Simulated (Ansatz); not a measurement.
Relaxation of CH$_{5}$BOSi (9 atoms, charge 0, multiplicity 1), to a largest force component of 0.015 eV/Å in at most 40 steps.

Level of theory: RKS PBE0-D4/def2-SVP (Ansatz).

```xyz
9
Properties=species:S:1:pos:R:3
C -0.347 0.567 -1.170
B -0.349 -0.619 -0.150
Si -1.318 -2.262 -0.633
O -2.041 -2.472 -1.946
H 0.678 0.831 -1.437
H -0.736 1.472 -0.700
H -0.901 0.402 -2.092
H 0.225 -0.491 0.868
H -1.327 -3.349 0.365
```

Where does it end, and by what steps?

The forces met the threshold. After 4 steps the energy has fallen by 0.107 eV; H9 moved furthest, 0.07 Å.

| step | energy less start (eV) | largest force component (eV/Å) | accepted |
| --- | --- | --- | --- |
| 0 | 0.0000 | 1.581 | yes |
| 1 | -0.0918 | 0.721 | yes |
| 2 | -0.1061 | 0.065 | yes |
| 3 | -0.1047 | 0.160 | no |
| 4 | -0.1067 | 0.013 | yes |

```xyz
9
Properties=species:S:1:pos:R:3
C -0.348 0.585 -1.185
B -0.345 -0.581 -0.165
Si -1.331 -2.302 -0.622
O -2.055 -2.471 -1.975
H 0.700 0.840 -1.433
H -0.732 1.497 -0.689
H -0.910 0.403 -2.110
H 0.242 -0.479 0.891
H -1.336 -3.409 0.393
```

Time of the run: 19 s on 1 thread of Arm Neoverse V1, with other jobs on the host, peak memory 0.16 GiB.
